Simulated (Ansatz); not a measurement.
Gas-phase electronic energies from Ansatz, PBE0-D4/def2-TZVP geometries. CCSD(T)/CBS is frozen-core, at the limit of the def2 triple- and quadruple-zeta sets. Functionals use def2-TZVPP. HSE06 is defined as in plane-wave codes. Each species was taken in one conformer, which may not be the lowest.

`N[SiH](O)F` → `NO` + `F[SiH]`  (silylene formation by 1,1-elimination)

| level | ΔE (kJ/mol) |
| --- | --- |
| HSE06-D4 | 619.3 |
| CCSD/def2-SVP | 576.4 |

(1) What does CCSD(T)/CBS give? (Best estimate.)

Largest T1 diagnostic among the species: 0.015.

Results:

(1) The calculation gave: +635.6 kJ/mol. The listed levels differ from it by -16.3, -59.2 kJ/mol.

Leaving LDA and LC-ωPBE aside and taking each functional with its dispersion term where it has one, the values, not all of them listed here, spread over 73.0 kJ/mol, from BLYP-D4 to r2SCAN0-D4. LDA lies +50.0 kJ/mol from PBE without D4. The D4 term adds +12.0 kJ/mol with B3LYP and +6.2 kJ/mol with PBE0; it sums over pairs of atoms, weighted by their polarisabilities, and B3LYP, whose exchange is more repulsive, gets the larger term.

B3LYP here is the variant with VWN-RPA as its local correlation; programs differ in this.
